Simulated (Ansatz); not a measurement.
## Energy profile

The step: BH₃O₂ ([OH][BH][OH]) + HCl → BH₂ClO₂ ([OH][B]([OH])[Cl]) + H₂; bonds formed: B1–Cl6, H2–H5; bonds broken: B1–H2, H5–Cl6 (atoms numbered as in the saddle structure below).

| atom | x (Å) | y (Å) | z (Å) |
| --- | --- | --- | --- |
| B1 | -0.0628 | -0.1955 | -0.1336 |
| H2 | 1.2144 | -0.6517 | -0.1049 |
| O3 | -0.3484 | 0.6489 | -1.1600 |
| O4 | -0.8357 | -1.2391 | 0.2425 |
| H5 | 1.1731 | -0.0486 | 0.6362 |
| Cl6 | 0.5035 | 1.0964 | 1.6104 |
| H7 | 0.1207 | 1.4854 | -1.1328 |
| H8 | -1.7648 | -1.0959 | 0.0422 |

Electronic energies by CCSD(T) at an estimated basis limit (MP2 extrapolated from triple and quadruple zeta, plus CCSD(T) − MP2 in triple zeta), on PBE0-D4/def2-TZVP structures; BH₄ClO₂, closed shell; no counterpoise correction. Computed with Ansatz 0.2.0 (basis: def2-TZVPP and def2-QZVPP); correlated methods freeze the cores. Extrapolation: Hartree–Fock as exp(−7.88 √X), correlation as X^−2.97.

Problem. Give the profile in eV, counted from the separated reactants. (Judge from chemistry; the value comes from the calculation.)

Solution. By the calculation:
```tsv
point	eV
separated: BH₃O₂ (linked as [OH][BH][OH]; B1, H2, O3, O4, H7, H8; singlet) + HCl (H5, Cl6; singlet)	0.000
start structure	-0.209
saddle	1.425
end structure	-0.650
separated: BH₂ClO₂ (linked as [OH][B]([OH])[Cl]; B1, O3, O4, Cl6, H7, H8; singlet) + H₂ (H2, H5; singlet)	-0.623
```

The T1 diagnostic stays at or below 0.013.

For scale, one of the runs: CCSD(T)/def2-TZVPP, 191 basis functions, launched by `ansatz run in.yaml --threads 2 --pin off --events-out ev --progress --plain --max-ram 4352MiB`. The run took 74 s on 2 CPU threads of an Arm Neoverse V1 (shared host), with 2.2 GiB of host memory at its peak.
